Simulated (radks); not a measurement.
The neon ion Ne+ inside a hard spherical wall (all orbitals vanish at R), configuration held at [He] 2s2 2p5 and not refilled when levels cross. All-electron calculation, scalar-relativistic Kohn-Sham, LDA (Slater exchange, VWN5 correlation), spin-unpolarised, spherical densities, finite nucleus; Fermi nuclear charge, rms radius 3.0055 fm. Program: a radial shooting solver on a logarithmic mesh with Libxc functionals. Eigenvalues in eV, with the zero of energy where the potential of the charges vanishes at infinity; a dash marks a level that is unbound or too diffuse for the functional's potential to be trusted. A positive occupied level is held by the wall or, in an anion where self-interaction has pushed it up, behind a barrier. The pressure on the wall is -dE/dV.

R (bohr)  E (hartree)  kinetic (hartree)    e(1s)    e(2s)    e(2p)  e(3s, empty)  e(3p, empty)  pressure (GPa)
free       -127.54553            127.354  -848.37  -55.304  -32.444        -6.689        -3.860               0
20         -127.54553            127.354  -848.37  -55.304  -32.444        -6.689        -3.860        < 0.0001
15         -127.54553            127.354  -848.37  -55.304  -32.444        -6.689        -3.857        < 0.0001
12         -127.54553            127.354  -848.37  -55.304  -32.444        -6.688        -3.833        < 0.0001
10         -127.54553            127.354  -848.37  -55.304  -32.444        -6.676        -3.748        < 0.0001
8          -127.54553            127.354  -848.37  -55.304  -32.444        -6.585        -3.414        < 0.0001
4          -127.54292            127.381  -848.20  -55.189  -32.317        -0.711         5.138            1.09
3.5        -127.53474            127.449  -847.80  -54.935  -32.028         3.888        10.540            5.84
3          -127.50101            127.687  -846.58  -54.156  -31.132        12.901        20.310            32.9
2.5        -127.35928            128.506  -842.90  -51.810  -28.427        32.012        39.444             202
